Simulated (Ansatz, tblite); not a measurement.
Cost and result up the ladder for Sn3Bi2 (5 atoms). The state is a singlet with charge 0. Geometry: PBE-D4/def2-SVP.

```xyz
5

Bi    0.294    0.209   -1.792
Bi    1.473   -0.495    0.963
Sn    0.454    2.313    0.397
Sn   -1.596    0.258    0.749
Sn   -0.625   -2.285   -0.317
```

Ansatz on 4 threads of Intel Xeon on a shared host; xTB runs through tblite on one thread. Times are rough, summed over both states, and most runs start from the orbitals of an earlier one. PBE0-D4/def2-TZVP serves as the yardstick here, not as an exact answer. Differences are given only for rows in sets of like size (and for xTB, whose basis is part of the method), since another set adds its own error. The other state is a quintet at its own geometry.

In the def2 sets Bi, Sn take a core potential; there is no spin–orbit coupling. The xTB rows come from tblite. B3LYP takes the VWN-RPA correlation. Correlated methods freeze 20 core orbitals; core or outer-core shells of Bi, Sn are correlated, in sets that lack core-valence functions. The rows differ in basis, and correlated rows in double-zeta sets carry the largest basis error. In CCSD on the charge 0 quintet the largest single amplitude is 0.33, so its Hartree–Fock determinant may place the open shell otherwise than the density functionals do. The structure comes from a short search, and lower isomers may exist.

Run but left out: MP2/def2-SVP (quintet: ⟨S²⟩ 6.17, where a pure state has 6.00).

Correlated methods converge slowly with the basis, most of all in double-zeta sets.

xTB has no spin-polarisation term.

```json
{"level": "GFN1-xTB", "functions": "35", "wall time": "0.05 s"}
{"level": "GFN2-xTB", "functions": "35", "wall time": "0.079 s"}
{"level": "PBE-D4/def2-TZVP", "functions": "250", "wall time": "32 s"}
{"level": "r2SCAN-D4/def2-TZVP", "functions": "250", "wall time": "56 s"}
{"level": "B3LYP-D4/def2-TZVP", "functions": "250", "wall time": "67 s"}
{"level": "PBE0-D4/def2-TZVP", "functions": "250", "wall time": "90 s"}
{"level": "MP2/def2-TZVP", "functions": "250", "wall time": "2.3 min"}
{"level": "CCSD(T)/def2-SVP", "functions": "130", "wall time": "2.9 min"}
```

Problem. Estimate what each level gives for the quintet − singlet (eV).

Solution. 
```csv
level,quintet − singlet (eV),difference from PBE0-D4/def2-TZVP (eV),remarks
GFN1-xTB,5.66,2.04,–
GFN2-xTB,4.77,1.15,–
PBE-D4/def2-TZVP,3.58,-0.04,–
r2SCAN-D4/def2-TZVP,3.54,-0.08,–
B3LYP-D4/def2-TZVP,3.53,-0.10,–
PBE0-D4/def2-TZVP,3.62,0.00,–
MP2/def2-TZVP,4.58,0.96,spin-contaminated (⟨S²⟩ 6.13) (quintet)
CCSD(T)/def2-SVP,3.68,–,spin-contaminated (⟨S²⟩ 6.17) (quintet)
```
